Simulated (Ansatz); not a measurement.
Two isomers of C2H5FGeO: A = `[F][GeH]1[CH2]C[O]1`, B = `F[CH2][GeH]1[CH2][O]1`.

Isolated molecules relaxed with PBE0-D4/def2-TZVP in Ansatz; ΔE leaves out vibrations. CCSD(T)/CBS is the MP2 limit (def2-TZVPP, def2-QZVPP) plus CCSD(T) − MP2 in def2-TZVPP, frozen cores. DFT in def2-TZVPP. B3LYP here is the variant with VWN-RPA as its local correlation; programs differ in this. For Ge outer-core shells are correlated without core-valence functions, which leaves a few kJ/mol of doubt a bond. Scalar relativity is left out up to krypton. One conformer a species, not always the lowest.

(1) Which isomer does CCSD(T)/CBS put lower? Give the gap. (Estimate.)

(2) Give E(B) − E(A) in kJ/mol with B3LYP-D4, MP2/def2-TZVPP, B3LYP, B2PLYP, PBE-D4, CCSD(T)/def2-TZVPP, r2SCAN-D4. (Best estimate.)

Largest T1 diagnostic: 0.014.

## Answers

(1) Ansatz gave: A, by 244.4 kJ/mol.

(2) Ansatz gave: B3LYP-D4 234.7, MP2/def2-TZVPP 255.8, B3LYP 232.0, B2PLYP 242.2, PBE-D4 222.8, CCSD(T)/def2-TZVPP 247.0, r2SCAN-D4 236.5. None reverses the order clearly.

In def2-TZVPP, CCSD(T) changes the Hartree–Fock value by −22.5 kJ/mol (the triples alone add −4.5 kJ/mol) and MP2 by −13.6 kJ/mol. From PBE to PBE0 (25 % exact exchange), in def2-TZVPP and without D4, E(B) − E(A) moves by +16.5 kJ/mol.
